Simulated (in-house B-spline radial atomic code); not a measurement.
## Solving the quasi-particle equation for 2p up of N

Configuration [He] 2s2 2p3, highest spin, start PBE, empty levels kept to 2000 hartree. Computed with a B-spline radial code for spherical atoms: all electrons, non-relativistic, point nucleus, each spin shell either full or empty, empty states to l = 9 with an (l + 1/2)⁻⁴ tail; G0W0 by contour deformation at full frequency.

At the mean-field level ε = -8.304 eV the matrix elements are Σx = -25.378 eV, v_xc = -18.066 eV and Σc(ε) = 0.985 eV, and the slope of the correlation self-energy is dΣc/dω = -0.1488. The quasi-particle energy solves E = ε + Σx − v_xc + Σc(E).

Task: What does the linearised equation give?

Result: Z = 1/(1 − dΣc/dω) = 1/1.1488 = 0.8705. The first-order shift is Σx − v_xc + Σc(ε) = -25.378 − (-18.066) + (0.985) = -6.327 eV, so E ≈ ε + Z × shift = -8.304 + 0.8705 × (-6.327) = -13.812 eV.

Task: How does that compare with the full solution and with static screening?

Result: Solving the equation at full frequency dependence gives E = -13.530 eV, where Σc = 2.087 eV and the weight is 0.757; the linearised value is off by 281 meV; so low a weight means that a satellite takes much of the strength. Leaving Z out would give -14.631 eV. Static COHSEX puts -1.633 eV in place of Σc and gives -17.249 eV, 3.72 eV deeper. The tabulated removal energy is 14.534 eV (NIST, measured); the run leaves out relativity, Breit and QED terms.
